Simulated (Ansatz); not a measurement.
Basis-set series for C₄H₃F₃ (`FC1C=CC1(F)F`). Charge 0, multiplicity 1. The geometry is a stationary point of PBE0-D4/def2-TZVP.

| functional | basis | functions | energy (Eh) | HOMO (eV) | LUMO (eV) |
| --- | --- | --- | --- | --- | --- |
| PBE0-D4 | def2-SVP | 113 | -452.89357 | -8.81 | -0.89 |
| PBE0-D4 | def2-TZVPP | 259 | -453.42840 | -8.87 | -1.02 |
| ωB97M-V | def2-SVP | 113 | -453.21451 | -11.07 | 1.40 |
| ωB97M-V | def2-TZVPP | 259 | -453.76321 | -11.15 | 1.17 |

(1) Give the rows for def2-QZVPP. (Estimate.)

## Answers

(1) Ansatz gave: 
```
functional       basis  functions  energy (Eh)  HOMO (eV)  LUMO (eV)
   PBE0-D4  def2-QZVPP        489   -453.45167      -8.91      -1.09
   ωB97M-V  def2-QZVPP        489   -453.78511     -11.18       1.04
```

Positive LUMOs are unbound and depend on the basis.
